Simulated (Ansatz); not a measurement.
Basis-set series for C2H3BClF (`B/C=C(\F)Cl`). Charge 0, multiplicity 1. The structure was optimised at the PBE0-D4/def2-TZVP level.

```json
{"functional": "PBE0-D4", "basis": "def2-SVP", "functions": "89", "energy (Eh)": "-662.19320", "HOMO (eV)": "-8.13", "LUMO (eV)": "-2.19"}
{"functional": "PBE0-D4", "basis": "def2-QZVPP", "functions": "388", "energy (Eh)": "-662.61174", "HOMO (eV)": "-8.20", "LUMO (eV)": "-2.33"}
{"functional": "ωB97M-V", "basis": "def2-SVP", "functions": "89", "energy (Eh)": "-662.46682", "HOMO (eV)": "-10.23", "LUMO (eV)": "-0.09"}
{"functional": "ωB97M-V", "basis": "def2-QZVPP", "functions": "388", "energy (Eh)": "-662.89028", "HOMO (eV)": "-10.34", "LUMO (eV)": "-0.35"}
```

Problem. Give the rows for def2-TZVPP. (Best estimate.)

Solution. The calculation gave: 
```tsv
functional	basis	functions	energy (Eh)	HOMO (eV)	LUMO (eV)
PBE0-D4	def2-TZVPP	208	-662.58754	-8.18	-2.30
ωB97M-V	def2-TZVPP	208	-662.86750	-10.32	-0.29
```

All numbers were calculated with Ansatz.
